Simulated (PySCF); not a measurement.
A ladder of Hamiltonians for Pb⁷⁶⁺ (lead, charge +76)

Occupied: 1s1/2, 2s1/2, 2p1/2. Hartree-Fock calculated with PySCF 2.14 in an uncontracted even-tempered set (15 s from 22 bohr⁻², ratio 2.7; 13 p from 26 bohr⁻², ratio 2.7), Gaussian nucleus throughout. NR is non-relativistic, sf-X2C the spin-free one-electron X2C Hamiltonian, X2C adds the bare one-electron spin-orbit term, X2C-SNSO screens it by Boettger's factors, DC is four-component Dirac-Coulomb, and the Gaunt and Breit terms are added at first order (total energies over the DC spinors, levels after relaxing the spinors in that mean field). QED terms are absent. Levels marked empty are virtual spinors of this ion.

```tsv
level (eV)	X2C	X2C-SNSO
1s1/2	-97481.0	-97484.5
2s1/2	-23831.2	-23832.2
2p1/2	-23557.2	-23504.9
2p3/2 (empty)	-20757.0	-20772.6
3s1/2 (empty)	-9943.6	-9943.8
```

**Question.** Where do the four-component calculations put these levels?

**Answer.** 1s1/2: DC -97580.5, DC+Gaunt -97286.5, DC+Breit -97296.0; 2s1/2: DC -23846.6, DC+Gaunt -23814.8, DC+Breit -23817.7; 2p1/2: DC -23521.8, DC+Gaunt -23456.6, DC+Breit -23463.4; 2p3/2 (empty): DC -20775.7, DC+Gaunt -20746.5, DC+Breit -20753.2; 3s1/2 (empty): DC -9947.5, DC+Gaunt -9938.5, DC+Breit -9939.9 (eV).

```csv
Hamiltonian,E (hartree),E − E(DC) (hartree),CPU seconds
X2C,-10966.7331,2.8963,0.24
X2C-SNSO,-10962.8428,6.7867,0.24
DC,-10969.6295,0.0000,13
DC+Gaunt,-10954.8908,14.7387,21
DC+Breit,-10955.6301,13.9994,59
```

Weight of the small component: 1s1/2 0.0982, 2s1/2 0.0239, 2p1/2 0.0238, 2p3/2 0.0211, 3s1/2 0.00996.

Koopmans' value for the highest occupied level at DC+Breit: 23463.4 eV, against an ionisation energy of 23460 ± 110 eV (theoretical estimate listed by NIST; NIST Atomic Spectra Database, ionization energies); the former lacks relaxation, correlation, QED and recoil.

The whole ladder took 96 s of wall time on 1 thread of Neoverse-N1 (shared host), launched as `OMP_NUM_THREADS=1 python relrun2.py TASK.json OUT` (a driver that calls PySCF for each Hamiltonian).
